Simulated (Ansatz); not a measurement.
Program: Ansatz. Geometries: PBE0-D4/def2-TZVP. ΔE: electronic, gas phase. CCSD(T)/CBS adds triple-zeta CCSD(T) − MP2 to the extrapolated MP2 energy (def2 sets, frozen cores). This one scheme is used for every species. DFT in def2-TZVPP. B3LYP here is the variant with VWN-RPA as its local correlation; programs differ in this. One conformer a species, not always the lowest.

Reaction (ligand exchange at the Si–F bond): `O[SiH](F)S` + H₂S → `O[SiH](S)S` + H–F

```json
{"level": "BLYP-D4", "ΔE (eV)": "0.92"}
{"level": "B3LYP-D4", "ΔE (eV)": "0.95"}
{"level": "MP2/def2-TZVPP", "ΔE (eV)": "0.88"}
{"level": "HF/CBS(def2)", "ΔE (eV)": "1.22"}
```

(1) What does CCSD(T)/CBS give? (An estimate is asked.)

Largest T1 diagnostic among the species: 0.012.

## Answers

(1) The calculation gave: +0.90 eV. The listed levels differ from it by 0.02, 0.05, -0.02, 0.32 eV.

From BLYP to BHLYP (50 % exact exchange), in def2-TZVPP and without D4, ΔE moves by +0.05 eV. Leaving LDA and LC-ωPBE aside and taking each functional with its dispersion term where it has one, the values, not all of them listed here, spread over 0.30 eV, from revPBE-D4 to CAM-B3LYP-D4.
